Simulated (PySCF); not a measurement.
## Electric field gradients and quadrupole coupling constants

H10NPSi3.
Cartesian coordinates in Å at the GFN2-xTB level; atoms count from 1:
```
atom  x, y, z in Å
N1     2.5511    0.6927    0.1949
Si2    1.4627   -0.5988   -0.1226
P3    -0.4013   -0.0386    0.9672
Si4   -1.0720    1.7543   -0.1608
Si5   -1.7834   -1.6016    0.2172
H6     2.4993    1.1523    1.0905
H7     3.5100    0.6126   -0.1019
H8     1.3200   -0.6505   -1.5802
H9     1.8425   -1.9285    0.3766
H10   -0.1502    2.8408    0.1631
H11   -2.4219    2.0666    0.3089
H12   -1.1021    1.5394   -1.6104
H13   -1.8085   -1.6982   -1.2455
H14   -3.1177   -1.2602    0.7050
H15   -1.3329   -2.8743    0.7760
```

Field gradients from the PBE0/pcSseg-1 density (PySCF, non-relativistic), principal values in atomic units, ordered |Vxx| ≤ |Vyy| ≤ |Vzz|:

```tsv
atom	Vxx	Vyy	Vzz
N1	0.3412	0.6085	-0.9498
```

Task: Find the asymmetry η = (Vxx − Vyy)/Vzz and the couplings χ = eQV/h (234.96 MHz × Q in barn × V in au), with Q(14N) = 0.02044 b.

Result: 
```csv
atom,environment,nucleus,η,χzz (MHz),χxx (MHz),χyy (MHz)
N1,silicon-bound nitrogen,14N,0.28,-4.561,1.639,2.923
```

The tensor is traceless: Vxx + Vyy + Vzz = 0.

Task: What is Vzz at N1 in SI units (1 au = 9.71736 × 10²¹ V/m²)?

Result: -0.9498 au = -9.229 × 10²¹ V/m².

Task: And the gradient at the other heavy atoms, for which no coupling is worked out here?

Result: 
| atom | environment | Vzz (au) | η |
| --- | --- | --- | --- |
| Si2 | SiH2 silicon | 0.325 | 0.74 |
| P3 | three-coordinate phosphorus | -0.697 | 0.14 |
| Si4 | SiH3 silicon | 0.338 | 0.11 |
| Si5 | SiH3 silicon | 0.325 | 0.12 |

Task: What couplings would deuterons (Q(2H) = 0.00286 b) have in place of the hydrogens, at this geometry?

Result: 
```
atom  bonded to  bond length (Å)  Vzz (au)     η  χzz (kHz)
  H6         N1            1.008    0.4246  0.17        285
  H7         N1            1.007    0.4303  0.17        289
  H8        Si2            1.465    0.1598  0.02        107
  H9        Si2            1.470    0.1548  0.03        104
 H10        Si4            1.461    0.1650  0.02        111
 H11        Si4            1.463    0.1634  0.01        110
 H12        Si4            1.466    0.1611  0.01        108
 H13        Si5            1.466    0.1605  0.01        108
 H14        Si5            1.461    0.1648  0.01        111
 H15        Si5            1.461    0.1648  0.01        111
```

The structure is a single GFN2-xTB conformer in the gas phase; no vibrational or solvent corrections. GFN2-xTB bond lengths can be off by several hundredths of an ångström, more for odd bonds, and the gradients follow them. The small basis limits the accuracy of the gradients.

These values come from a run that also computed NMR shieldings. On Arm Neoverse V2, one thread, shared host, this took 19 s wall.
